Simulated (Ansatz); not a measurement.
Q: Name a neutral molecule of Al, As, Cl and H with HOMO energy (PBE/def2-TZVPP) between -7.45 and -7.15 eV and LUMO energy (ωB97M-V/def2-TZVPP) between 1.10 and 1.40 eV (Ansatz, PBE0-D4/def2-TZVP geometry).

A: `[Cl][Al-]([Cl])([Cl])[AsH3+]` (-7.26 eV, 1.15 eV). Other molecules can fit too; these were computed, each in one conformer that needn't be the lowest.
